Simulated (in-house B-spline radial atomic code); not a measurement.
Ionisation energies along the 51-electron series, configuration 1s2 2s2 2p6 3s2 3p6 3d10 4s2 4p6 4d10 4f5/2(5), as differences of self-consistent energies. Dirac energy differences include first-order Breit, QED and recoil terms. NIST's values go from ground level to ground level; the uncertainty of those that are theory runs from under 0.1 % in few-electron ions to several per cent in heavy many-electron ones. Computed with an all-electron radial atomic-structure program (B-spline basis): Dirac-Hartree-Fock, jj configuration that fills j = l - 1/2 first, finite nuclei.

Some pairs differ by more than the removed electron.

A number in brackets counts the electrons of a j subshell.

```json
{"ion": "Gd13+", "configuration after": "[Kr] 4d10 4f5/2(2) 5s2", "ionisation energy (eV)": "250.4", "IE/(q+1)² (eV)": "1.2777", "-ε less Coulomb ΔSCF (eV)": "-", "Breit and QED recoil part (eV)": "0.79411", "tabulated value (eV)": "268", "tabulated kind": "tabulated theory", "computed minus tabulated (eV)": "-17.6"}
{"ion": "Tb14+", "configuration after": "[Kr] 4d10 4f5/2(4)", "ionisation energy (eV)": "283.8", "IE/(q+1)² (eV)": "1.2615", "-ε less Coulomb ΔSCF (eV)": "2.3118", "Breit and QED recoil part (eV)": "0.05204", "tabulated value (eV)": "294", "tabulated kind": "tabulated theory", "computed minus tabulated (eV)": "-10.2"}
{"ion": "Dy15+", "configuration after": "[Kr] 4d10 4f5/2(4)", "ionisation energy (eV)": "321.0", "IE/(q+1)² (eV)": "1.2538", "-ε less Coulomb ΔSCF (eV)": "2.3497", "Breit and QED recoil part (eV)": "0.049641", "tabulated value (eV)": "332", "tabulated kind": "tabulated theory", "computed minus tabulated (eV)": "-11.0"}
{"ion": "Ho16+", "configuration after": "[Kr] 4d10 4f5/2(4)", "ionisation energy (eV)": "360.0", "IE/(q+1)² (eV)": "1.2457", "-ε less Coulomb ΔSCF (eV)": "2.3851", "Breit and QED recoil part (eV)": "0.045817", "tabulated value (eV)": "373", "tabulated kind": "tabulated theory", "computed minus tabulated (eV)": "-13.0"}
{"ion": "Er17+", "configuration after": "[Kr] 4d10 4f5/2(4)", "ionisation energy (eV)": "400.9", "IE/(q+1)² (eV)": "1.2373", "-ε less Coulomb ΔSCF (eV)": "2.4182", "Breit and QED recoil part (eV)": "0.040538", "tabulated value (eV)": "415", "tabulated kind": "tabulated theory", "computed minus tabulated (eV)": "-14.1"}
{"ion": "Tm18+", "configuration after": "[Kr] 4d10 4f5/2(4)", "ionisation energy (eV)": "443.6", "IE/(q+1)² (eV)": "1.2289", "-ε less Coulomb ΔSCF (eV)": "2.4492", "Breit and QED recoil part (eV)": "0.033779", "tabulated value (eV)": "460", "tabulated kind": "tabulated theory", "computed minus tabulated (eV)": "-16.4"}
{"ion": "Yb19+", "configuration after": "[Kr] 4d10 4f5/2(4)", "ionisation energy (eV)": "488.2", "IE/(q+1)² (eV)": "1.2205", "-ε less Coulomb ΔSCF (eV)": "2.4782", "Breit and QED recoil part (eV)": "0.025504", "tabulated value (eV)": "505", "tabulated kind": "tabulated theory", "computed minus tabulated (eV)": "-16.8"}
{"ion": "Lu20+", "configuration after": "[Kr] 4d10 4f5/2(4)", "ionisation energy (eV)": "534.6", "IE/(q+1)² (eV)": "1.2122", "-ε less Coulomb ΔSCF (eV)": "2.5053", "Breit and QED recoil part (eV)": "0.015682", "tabulated value (eV)": "560", "tabulated kind": "tabulated theory", "computed minus tabulated (eV)": "-25.4"}
{"ion": "Hf21+", "configuration after": "[Kr] 4d10 4f5/2(4)", "ionisation energy (eV)": "582.8", "IE/(q+1)² (eV)": "1.2041", "-ε less Coulomb ΔSCF (eV)": "2.5308", "Breit and QED recoil part (eV)": "0.0042761", "tabulated value (eV)": "610", "tabulated kind": "tabulated theory", "computed minus tabulated (eV)": "-27.2"}
{"ion": "Ta22+", "configuration after": "[Kr] 4d10 4f5/2(4)", "ionisation energy (eV)": "632.8", "IE/(q+1)² (eV)": "1.1962", "-ε less Coulomb ΔSCF (eV)": "2.5547", "Breit and QED recoil part (eV)": "-0.0087548", "tabulated value (eV)": "660", "tabulated kind": "tabulated theory", "computed minus tabulated (eV)": "-27.2"}
{"ion": "W23+", "configuration after": "[Kr] 4d10 4f5/2(4)", "ionisation energy (eV)": "684.5", "IE/(q+1)² (eV)": "1.1884", "-ε less Coulomb ΔSCF (eV)": "2.5772", "Breit and QED recoil part (eV)": "-0.023453", "tabulated value (eV)": "685.6", "tabulated kind": "semi-empirical", "computed minus tabulated (eV)": "-1.1"}
{"ion": "Re24+", "configuration after": "[Kr] 4d10 4f5/2(4)", "ionisation energy (eV)": "738.1", "IE/(q+1)² (eV)": "1.181", "-ε less Coulomb ΔSCF (eV)": "2.5985", "Breit and QED recoil part (eV)": "-0.039861", "tabulated value (eV)": "760", "tabulated kind": "tabulated theory", "computed minus tabulated (eV)": "-21.9"}
{"ion": "Os25+", "configuration after": "[Kr] 4d10 4f5/2(4)", "ionisation energy (eV)": "793.4", "IE/(q+1)² (eV)": "1.1737", "-ε less Coulomb ΔSCF (eV)": "2.6185", "Breit and QED recoil part (eV)": "-0.058021", "tabulated value (eV)": "820", "tabulated kind": "tabulated theory", "computed minus tabulated (eV)": "-26.6"}
{"ion": "Ir26+", "configuration after": "[Kr] 4d10 4f5/2(4)", "ionisation energy (eV)": "850.5", "IE/(q+1)² (eV)": "1.1667", "-ε less Coulomb ΔSCF (eV)": "2.6374", "Breit and QED recoil part (eV)": "-0.077977", "tabulated value (eV)": "870", "tabulated kind": "tabulated theory", "computed minus tabulated (eV)": "-19.5"}
```
